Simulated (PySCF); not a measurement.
# How methods differ on the ionisation energy of Ge²⁷⁺

Ge²⁷⁺ [He] 2s2 2p1 (2P) → Ge²⁸⁺ [He] 2s2 (1S), as a difference of total energies. Computed with PySCF 2.14 in an uncontracted even-tempered set (15 s from 7 bohr⁻², ratio 2.5; 9 p from 9.1 bohr⁻², ratio 2.5; 5 d from 38 bohr⁻², ratio 2.7; 4 f from 56 bohr⁻², ratio 2.7), with the non-relativistic Hamiltonian (point nucleus). Correlated levels: nothing frozen; virtual orbitals above 40 to 60 times the deepest correlated orbital energy dropped. The calculations carry no spin-orbit coupling.

```tsv
method	ionisation energy (eV)
UHF	2843.2
MP2 (all electrons)	2842.2
SCS-MP2 (all electrons)	2841.8
CCSD (all electrons)	2840.2
CCSD(T) (all electrons)	2840.2
```

How much does correlation contribute at CCSD(T) (all electrons)?

2840.2 − (2843.2) = -3.0 eV, measured against UHF.

A first-order spin-orbit estimate (lowest level to lowest level, LS coupling) adds 22.839 eV.

The gap to the reference is mostly relativistic.

For comparison: 2881.9 ± 1.6 eV (semi-empirical (NIST evaluation); NIST Atomic Spectra Database, ionization energies).
